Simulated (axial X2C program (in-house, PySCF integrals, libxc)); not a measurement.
**Worked dissociation energy of BeS⁻: MP2, 2c**

Computed with an axial X2C code built on PySCF integrals. Two-component (2c) means X2C with spin–orbit coupling and atomic mean-field two-electron Coulomb and Gaunt terms. Basis: S dyall-av3z [9s8p3d2f], Be dyall-av3z [9s9p4d2f] (cores contracted in-house); Gaussian nuclei, density fitting, unrestricted open shells. Masses: S 31.972 u, Be 9.012 u.

Molecular state: Ω = 1/2 (⟨Sz⟩ = 0.50, ⟨Lz⟩ = 0.00 at HF).

Correlated methods: 9 electrons correlated (number of frozen shells: S 2 s, 1 p; Be 1 s), 207 virtual spin orbitals or spinors in MP2.

* E(S-) (2M_J = 3): -398.728810 hartree
* E(Be) (2M_J = 0): -14.604338 hartree
* E(BeS⁻) at Re: -413.475277 hartree
* ωe: 894.5 cm⁻¹
* ωexe: 4.72 cm⁻¹

Work out De and D0.

De = -398.728810 + (-14.604338) − (-413.475277) = 0.14213 hartree = 3.868 eV. The zero-point energy is ωe/2 − ωexe/4 = 446 cm⁻¹ = 0.055 eV, so D0 = 3.812 eV.

The state is a single determinant with fixed occupations, the lowest that a limited PBE0 search found. De is counted from the lowest determinant-based energies of the atoms at the same level, without counterpoise correction.

Each atomic determinant is the lowest at this level and need not be a pure J level. Totals compare only within one Hamiltonian and basis.
